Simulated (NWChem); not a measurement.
Species: NiH₁₂O₆ (charge +2), triplet; SMILES [OH2]->[Ni+2](<-[OH2])(<-[OH2])(<-[OH2])(<-[OH2])<-[OH2]

In the optimisation the excess spin sits in eg+ (S6, its own frame). No frequency run checked for a minimum.

Question: Give the equilibrium geometry at B3LYP/6-31G* (spherical d), spin-unrestricted (NWChem) as an XYZ file, with the point group.

Answer: point group S6; any orientation.
```
19

Ni     0.0000     0.0000     0.0000
O      0.7720     1.4278     1.2690
H      0.2287     1.8125     1.9792
H      1.5135     2.0371     1.1081
O      1.6225     0.0453    -1.2690
H      2.5210    -0.2922    -1.1081
H      1.6840     0.7082    -1.9792
O     -0.8505     1.3825    -1.2690
H     -1.4553     1.1043    -1.9792
H     -1.0075     2.3293    -1.1081
O      0.8505    -1.3825     1.2690
H      1.4553    -1.1043     1.9792
H      1.0075    -2.3293     1.1081
O     -1.6225    -0.0453     1.2690
H     -2.5210     0.2922     1.1081
H     -1.6840    -0.7082     1.9792
O     -0.7720    -1.4278    -1.2690
H     -1.5135    -2.0371    -1.1081
H     -0.2287    -1.8125    -1.9792
```
